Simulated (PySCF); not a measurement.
Input file for PySCF: R-HF/3-21G on YH, 2S+1 = 1, a spin state set in the input, which need not be the lowest, a point of a bond scan (R = 1.969 Å).

```python
from pyscf import gto, scf, dft, mp
from pyscf.data.elements import chemcore

mol = gto.M(
    atom='''
    Y     0.00000000    0.00000000    0.00000000
    H     0.00000000    0.00000000    1.96856300
    ''',
    basis='3-21g',
    charge=0, spin=0, verbose=3, max_memory=1800)
mf = scf.RHF(mol)
mf.conv_tol = 1e-8
mf.max_cycle = 100
mf.kernel()
if not mf.converged:
    mf = mf.newton().run(mf.mo_coeff, mf.mo_occ)
```

The log:

```
converged SCF energy = -3316.17490785934
```

Self-consistency was reached.

Cost: roughly 0.13 core-seconds.
